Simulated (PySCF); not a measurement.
Start geometry of `F/C=C\C(F)=C(F)F` from GFN2-xTB (Å):
```
atom  x, y, z in Å
F1     1.880   -0.589    1.666
C2     1.781    0.121    0.527
C3     0.648    0.278   -0.185
C4    -0.597   -0.259    0.156
F5    -0.757   -0.997    1.269
C6    -1.727   -0.070   -0.592
F7    -1.708    0.626   -1.716
F8    -2.914   -0.539   -0.336
H9     2.738    0.552    0.264
H10    0.705    0.855   -1.075
```

Problem. What comes out of this run: PBE0-D3(BJ)/def2-SVP geometry optimisation, gas phase (PySCF 2.14.0)?

Solution. 
```
atom  x, y, z in Å
F1     1.597    0.094    2.014
C2     1.640    0.502    0.758
C3     0.644    0.336   -0.119
C4    -0.631   -0.297    0.124
F5    -0.914   -0.725    1.353
C6    -1.561   -0.484   -0.826
F7    -1.401   -0.109   -2.073
F8    -2.716   -1.054   -0.621
H9     2.581    0.997    0.501
H10    0.814    0.716   -1.128
```

The energy falls by 2.6 kcal/mol over 10 energy and gradient evaluations, the largest force component goes from 0.0623 to 4.4e-04 Eh/bohr, and the atoms move by 0.038 Å rms after alignment. The bond that changes most is C3–C4 (alkene CH carbon to vinylic C–F carbon), which lengthens by 0.046 Å. Bonds longer at the end by more than 0.005 Å: 3 of 9; shorter: 5. Among the angles that change most is F1–C2–H9, from 110.5° to 113.0°. Rotational constants go from 4608, 1172, 934.3 to 4605, 1171, 934.1 MHz. The orientation of the end geometry is arbitrary; only internal coordinates are fixed.

The run used 122 basis functions and 68 SCF cycles in all. Hardware: one thread, Arm Neoverse V1 (aarch64), on a shared host. Cost: 53 s, 0.51 GiB resident at most.

Whether it is a minimum is left open (no frequencies). The numbers are those of one conformer.
